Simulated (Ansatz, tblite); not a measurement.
Isomers of K6F5⁺ (singlet), found by a short tight-binding search and relaxed with PBE0-D4/def2-SVP in Ansatz.

The xTB rows come from tblite. LC-ωPBE has ω = 0.4 bohr⁻¹. Correlated methods freeze 35 core orbitals; core or outer-core shells of K are correlated, in sets that lack core-valence functions.

Other spin states weren't relaxed.

A:

```xyz
11

K     0.130   -0.210   -2.981
K     0.055    0.356    3.500
K     2.923   -0.281   -0.565
K    -0.107    1.706    0.170
K    -0.184   -2.056    0.152
K    -3.460    0.438    0.468
F    -1.755    1.001    2.061
F     1.441    1.354   -1.629
F     1.171   -0.264    1.417
F     1.366   -1.848   -1.634
F    -1.580   -0.196   -0.959
```

B:

Cartesian coordinates in Å:
```
K -0.377 -3.605 -0.619
K 0.556 0.449 -2.161
K 0.322 2.876 0.503
K 2.476 -1.575 0.131
K -0.120 -0.247 2.264
K -3.084 1.998 -0.167
F -1.055 2.149 -1.444
F 0.913 -1.944 -1.779
F 1.455 0.676 0.330
F 0.447 -2.427 1.306
F -1.534 1.651 1.636
```

**Question.** Estimate which lies lowest at each level, and how far above it the others are (kcal/mol).

**Answer.** 
| level | A | B |
| --- | --- | --- |
| GFN1-xTB | 0.0 | 2.3 |
| GFN2-xTB | 3.7 | 0.0 |
| HF/def2-SVP | 0.0 | 1.8 |
| PBE-D4/def2-SVP | 0.0 | 2.1 |
| PBE-D4/def2-TZVP | 0.0 | 0.9 |
| r2SCAN-D4/def2-TZVP | 0.0 | 2.4 |
| PBE0-D4/def2-SVP | 0.0 | 1.8 |
| PBE0-D4/def2-TZVP | 0.0 | 0.9 |
| LC-ωPBE/def2-TZVP | 0.0 | 1.6 |
| RPA@PBE/def2-SVP | 0.0 | 4.1 |
| MP2/def2-SVP | 0.0 | 3.7 |
Point groups (tolerance 0.1 Å): A Cs, B not assigned. Lower isomers may exist.
